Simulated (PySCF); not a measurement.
## A series of derivatives of thiane

Parent skeleton `[CH2:1]1[CH2:2][CH2:3][S:4][CH2:5][CH2:6]1`; one hydrogen on atom 3 is replaced by X. Hydrogens on one atom are averaged.

[PySCF 2.14: shielding tensors at PBE0/pcSseg-1 (GIAO); GFN2-xTB geometry; one conformer; non-relativistic; equivalent nuclei averaged; gas phase]

References, each an isolated molecule treated in the same way: ¹³C (186.93 ppm) and ¹H (31.72 ppm) against TMS; ³³S (503.73 ppm) against CS2.

Parent (X = H): C1 31.1, C2 32.5, C3 36.8, S4 8.5, C5 36.8, C6 32.5, H(C1) 1.51, H(C2) 1.77, H(C3) 2.54 ppm. Effects are Δδ = δ(X) − δ(H), positive for deshielding.

(1) Give Δδ (ppm) for X = nPr, CH2F, allyl.

(2) Which position responds most, and to which substituents?

## Answers

(1) 
| X | SMILES | C1 | C2 | C3 | S4 | C5 | C6 | H(C1) | H(C2) | H(C3) |
| --- | --- | --- | --- | --- | --- | --- | --- | --- | --- | --- |
| nPr | CCC[C@H]1CCCCS1 | +0.9 | +8.8 | +16.8 | +31.8 | +0.3 | +0.1 | +0.08 | -0.12 | -0.18 |
| CH2F | FC[C@H]1CCCCS1 | -4.5 | +2.8 | +9.0 | +20.6 | -3.2 | -0.8 | +0.36 | +0.35 | -0.32 |
| allyl | C=CC[C@@H]1CCCCS1 | -8.2 | -1.5 | +6.3 | +29.4 | -5.9 | -0.8 | -0.03 | +0.17 | -0.11 |

(2) S4: from +20.6 ppm with CH2F to +31.8 ppm with nPr.
